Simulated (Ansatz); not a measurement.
CH6AlSi, SMILES `[CH3][Al-][SiH3]` (excited triplet) (charge -1, multiplicity 3). This triplet is an excited state, 0.72 eV above the relaxed singlet at the level frozen-core CCSD(T)/aug-cc-pVTZ // PBE0-D3(BJ)/def2-TZVPD (Ansatz, a quantum-chemistry and plane-wave program).

Z-matrix (Å, degrees):
```
Al
C 1 2.0225
H 2 1.0952 1 110.86
H 2 1.0960 3 107.53 1 -121.99
H 2 1.0961 3 107.53 4 -116.09
Si 1 2.4487 2 120.02 3 179.71
H 6 1.5067 1 111.16 2 -179.93
H 6 1.5176 7 102.39 1 -128.21
H 6 1.5176 7 102.39 8 -103.49
```
Charge -1, spin multiplicity 3.

**Question.** Give the natural occupations of the active orbitals, the CASSCF energy and the corrected energy for Ansatz with frozen-core fic-MRCISD+Q@CASSCF(6e,6o)/aug-cc-pVTZ // PBE0-D3(BJ)/def2-TZVPD.

**Answer.** 
| Property | Result |
|---|---|
| natural occupations | 1.98, 1.98, 1.00, 1.00, 0.02, 0.02 |
| CASSCF energy | -572.2514 Ha |
| corrected energy | -572.6604 Ha |
| weight of the reference | 0.869 |
